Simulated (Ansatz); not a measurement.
Relaxation of a periodic cell of 36 atoms, H3C4S4N (contents 3 CH3CN + 6 CS2, density as packed 1.24 g/cm³ with natural masses), to a largest force component of 0.3 eV/Å in at most 15 steps.

Level of theory: DFT r2SCAN-D3(BJ), scalar-relativistic, plane waves, PAW in Ansatz 0.2.0. Settings: accuracy low, cutoff 500 eV, k mesh 1x1x1, fermi-dirac smearing 0.02 eV, no spin polarisation.

```xyz
36
Lattice="9.1851 0.0000 0.0000 0.0000 9.1851 0.0000 0.0000 0.0000 9.1851" Properties=species:S:1:pos:R:3
C 1.013 4.454 7.387
C 1.633 3.336 8.095
N 2.133 2.435 8.666
H 0.585 5.159 8.101
H 1.758 4.974 6.782
H 0.219 4.089 6.733
C 3.907 9.531 6.263
C 2.991 8.400 6.140
N 2.253 7.487 6.040
H 3.698 10.085 7.180
H 4.939 9.177 6.293
H 3.790 10.203 5.411
C 6.912 1.666 8.038
C 6.397 1.281 9.350
N 5.982 0.971 10.408
H 6.363 2.529 7.658
H 7.970 1.925 8.112
H 6.800 0.839 7.334
S 7.653 7.673 1.338
C 7.579 6.250 1.975
S 7.504 4.827 2.612
S 2.618 4.056 3.399
C 3.591 5.272 3.295
S 4.565 6.488 3.191
S 0.452 9.093 4.302
C 0.968 8.782 2.862
S 1.484 8.471 1.422
S 8.933 7.982 7.618
C 7.809 7.261 6.809
S 6.685 6.540 6.000
S 4.095 5.096 9.155
C 4.368 4.872 7.634
S 4.641 4.648 6.114
S 8.187 1.713 2.142
C 7.888 2.455 3.483
S 7.588 3.197 4.823
```

Task: Where does it end, and by what steps?

Result: The forces met the threshold. The threshold is loose, so the end isn't yet a minimum. The force dipped under the threshold on the way, but the program's further checks kept it going. Limits of this set-up: coarse k mesh, low accuracy level. After 13 steps the energy has fallen by 3.141 eV; S25 moved furthest, 1.43 Å.

| step | energy less start (eV) | largest force component (eV/Å) | accepted |
| --- | --- | --- | --- |
| 0 | 0.0000 | 2.905 | yes |
| 1 | -1.3078 | 0.781 | yes |
| 2 | -1.8860 | 0.992 | yes |
| 3 | -2.2345 | 1.376 | yes |
| 4 | -2.5163 | 1.013 | yes |
| 5 | -2.6733 | 0.768 | yes |
| 6 | -2.8266 | 0.494 | yes |
| 7 | -2.9501 | 0.209 | yes |
| 8 | -2.9501 | 0.209 | yes |
| 9 | -3.0116 | 0.508 | yes |
| 10 | -3.0268 | 0.651 | yes |
| 11 | -3.0738 | 0.576 | yes |
| 12 | -3.0915 | 0.399 | yes |
| 13 | -3.1409 | 0.117 | yes |

```xyz
36
Lattice="9.1851 0.0000 0.0000 0.0000 9.1851 0.0000 0.0000 0.0000 9.1851" Properties=species:S:1:pos:R:3
C 0.638 4.716 7.530
C 0.995 3.354 7.855
N 1.261 2.262 8.116
H 0.157 5.187 8.389
H 1.524 5.298 7.270
H -0.052 4.729 6.686
C 3.866 9.576 6.264
C 3.361 8.271 6.614
N 2.929 7.241 6.904
H 3.647 10.284 7.065
H 4.942 9.527 6.100
H 3.387 9.921 5.348
C 6.893 2.126 8.302
C 5.901 1.854 9.320
N 5.120 1.623 10.137
H 6.756 3.129 7.894
H 7.892 2.047 8.729
H 6.819 1.399 7.489
S 6.888 7.942 1.584
C 7.650 6.608 1.810
S 8.393 5.265 2.066
S 2.362 3.752 3.089
C 3.534 4.756 3.224
S 4.715 5.754 3.335
S 1.176 7.903 3.961
C 1.757 7.900 2.518
S 2.339 7.901 1.080
S 8.997 8.461 7.469
C 7.881 7.664 6.748
S 6.770 6.861 6.011
S 4.892 5.436 9.060
C 4.527 4.664 7.772
S 4.160 3.914 6.461
S 8.950 1.687 2.161
C 7.958 1.956 3.323
S 6.969 2.247 4.486
```

The run took 4.7 min on 2 threads of Arm Neoverse V1, with other jobs on the host, peak memory 1.3 GiB.
